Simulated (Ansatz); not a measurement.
`[F][SnH][O][SiH3]` radical from Hartree–Fock to CCSD(T)

```csv
atom,x (Å),y (Å),z (Å)
F1,0.6528,1.5022,-2.0042
Sn2,1.6791,0.9649,-0.4621
O3,0.5025,-0.3456,0.3770
Si4,-1.0964,-0.5034,0.7071
H5,3.0332,0.0558,-1.0749
H6,-1.2454,-1.2877,1.9605
H7,-1.7894,-1.2144,-0.3987
H8,-1.7365,0.8283,0.8953
```

Charge 0, multiplicity 2. Correlated methods include outer-core shells of Sn, which these sets cover unevenly. Sn takes the def2 core potential. The geometry is a stationary point of PBE0-D4/def2-TZVP. It is one conformer, not always the lowest. Frozen core, unrestricted reference, Ansatz 0.2.0.

| basis | HF (Eh) | MP2 corr. |
| --- | --- | --- |
| def2-SVP | -678.72510 | -0.56619 |
| def2-TZVPP | -679.07517 | -0.91641 |
| def2-QZVPP | -679.09666 | -1.18201 |

(1) Estimate the CCSD correlation energy and the (T) correction in each basis where they were run (hartree).

Results:

(1) 
```json
{"basis": "def2-SVP", "CCSD corr.": "-0.60027", "(T)": "-0.01310"}
{"basis": "def2-TZVPP", "CCSD corr.": "-0.93469", "(T)": "-0.02949"}
```
